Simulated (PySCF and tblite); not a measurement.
C5H10OS, numbered as in [O:1]=[S:2]1[CH2:3][CH2:4][CH2:5][CH2:6][CH2:7]1. The ensemble was built from 90 distance-geometry starts (ETKDG and KDG, MMFF94s, GFN2-xTB) and rests on PBE0-D3(BJ)/def2-SVP geometries. Free energies are PBE0-D3(BJ)/def2-TZVP single points with GFN2-xTB rigid-rotor and vibrational terms (modes under about 100 cm⁻¹ blended into free rotors). Symmetry numbers and mirror images are counted. Conformers within 4 kcal/mol (GFN2-xTB free energy) were kept, 5 at most. GIAO shieldings: PBE0/pcSseg-1. Shifts are against TMS (¹H), TMS (¹³C) at the same level; of two unlike H on one atom, a is the less shielded. Codes: tblite and PySCF.

The 6-ring runs over atoms 2–3–4–5–6–7. Of a mirror pair one member is shown.

Two conformers hold nearly all the population. I: 6-ring chair (all substituents equatorial); δ(H3b/H7b) = 2.91 ppm. II: 6-ring chair (O1 axial); δ(H3b/H7b) = 1.82 ppm. The average over the ensemble at 298.15 K is 2.12 ppm.

Problem. What populations and free-energy difference follow from a two-state model?

Solution. p(I) = (2.12 − 1.82)/(2.91 − 1.82) = 0.28, so K = p(II)/p(I) = 2.63 and G(II) − G(I) = −RT ln K = -0.57 kcal/mol. The weights computed directly are 27.8 % and 72.2 %, with 0.0 % in minor conformers.
